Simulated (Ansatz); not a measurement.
CH7AlO2Si (`C[O][Al]([OH])[SiH3]`), relaxed with RKS PBE0-D4/def2-TZVP in Ansatz from a PBE-D4/def2-SVP geometry. The force threshold is 0.005 eV/Å; the program also tests the step.

The species carries charge 0 and has multiplicity 1.

Start:

```xyz
12

C    -0.375    2.180   -0.332
O    -0.782    0.935   -0.828
Al   -0.432   -0.719   -0.530
O    -1.234   -1.895   -1.488
Si    1.114   -1.494    1.191
H     0.337    2.104    0.525
H     0.125    2.779   -1.127
H    -1.254    2.770    0.019
H    -1.873   -1.664   -2.181
H     1.863   -2.725    0.751
H     2.129   -0.433    1.535
H     0.381   -1.838    2.465
```

| step | energy (eV) | largest force (eV/Å) | largest move (Å) |
| --- | --- | --- | --- |
| 1 | -19712.8966 | 0.623 | 0.000 |
| 2 | -19712.9431 | 0.371 | 0.034 |
| 3 | -19712.9509 | 0.086 | 0.032 |
| 4 | -19712.9518 | 0.044 | 0.028 |
| 5 | -19712.9522 | 0.022 | 0.037 |
| 6 | -19712.9524 | 0.009 | 0.011 |
| 7 | -19712.9526 | 0.018 | 0.021 |
| 8 | -19712.9527 | 0.022 | 0.026 |
| 9 | -19712.9528 | 0.019 | 0.013 |
| 10 | -19712.9528 | 0.013 | 0.016 |
| 11 | -19712.9529 | 0.014 | 0.011 |
| 13 | -19712.9530 | 0.019 | 0.049 |
| 15 | -19712.9531 | 0.025 | 0.030 |
| 17 | -19712.9533 | 0.022 | 0.022 |
| 19 | -19712.9534 | 0.026 | 0.042 |
| 21 | -19712.9535 | 0.013 | 0.004 |
| 23 | -19712.9536 | 0.016 | 0.055 |
| 25 | -19712.9537 | 0.005 | 0.003 |
| 27 | -19712.9537 | 0.010 | 0.025 |
| 29 | -19712.9537 | 0.003 | 0.006 |
| 31 | -19712.9537 | 0.004 | 0.023 |

End:

```xyz
12

C    -0.282    2.145   -0.381
O    -0.766    0.923   -0.853
Al   -0.497   -0.705   -0.506
O    -1.354   -1.874   -1.378
Si    1.074   -1.452    1.202
H     0.459    2.025    0.420
H     0.190    2.704   -1.195
H    -1.106    2.751    0.010
H    -1.988   -1.664   -2.062
H     2.137   -2.317    0.617
H     1.746   -0.297    1.862
H     0.386   -2.238    2.264
```

Run time 56 s (4 threads of a server CPU on a shared host); peak host memory 0.61 GiB.
